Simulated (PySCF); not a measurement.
PySCF 2.14 output of an unrestricted TPSS calculation on a single atom or ion in dyall-av2z (22s16p12d, 130 functions), with no relativity, point nucleus:

```
SCF conv_tol = 1e-09
number electrons alpha = 26  beta = 23
    J. Tao, J. P. Perdew, V. N. Staroverov, and G. E. Scuseria.,  Phys. Rev. Lett. 91, 146401 (2003)
    J. P. Perdew, J. Tao, V. N. Staroverov, and G. E. Scuseria.,  J. Chem. Phys. 120, 6898 (2004)
    J. Tao, J. P. Perdew, V. N. Staroverov, and G. E. Scuseria.,  Phys. Rev. Lett. 91, 146401 (2003)
    J. P. Perdew, J. Tao, V. N. Staroverov, and G. E. Scuseria.,  J. Chem. Phys. 120, 6898 (2004)
cycle= 1 E= -6024.63672283148  delta_E= -0.0218  |g|= 0.0556  |ddm|= 0.265
cycle= 2 E= -6024.6367449049  delta_E= -2.21e-05  |g|= 0.0349  |ddm|= 0.0266
cycle= 3 E= -6024.63680348647  delta_E= -5.86e-05  |g|= 0.00701  |ddm|= 0.0111
cycle= 4 E= -6024.6368092367  delta_E= -5.75e-06  |g|= 0.000999  |ddm|= 0.00366
cycle= 5 E= -6024.63680937056  delta_E= -1.34e-07  |g|= 2.66e-05  |ddm|= 0.000491
cycle= 6 E= -6024.63680937068  delta_E= -1.2e-10  |g|= 2.71e-06  |ddm|= 3.24e-05
converged SCF energy = -6024.63680937068  <S^2> = 3.7513717  2S+1 = 4.0006858
```

The run itself started from symmetry-adapted Hartree-Fock orbitals and held the occupation by maximum overlap, on a logarithmic radial grid, so the iterations belong to that start.

Problem. Which element, charge and spin multiplicity is this?

Solution. Sn⁺ (tin, charge +1), multiplicity 4; the state was [Kr] 4d10 5s1 5p2, high-spin 4P determinant (an excited configuration).

A non-relativistic calculation at this Z misses sizeable relativistic shifts.
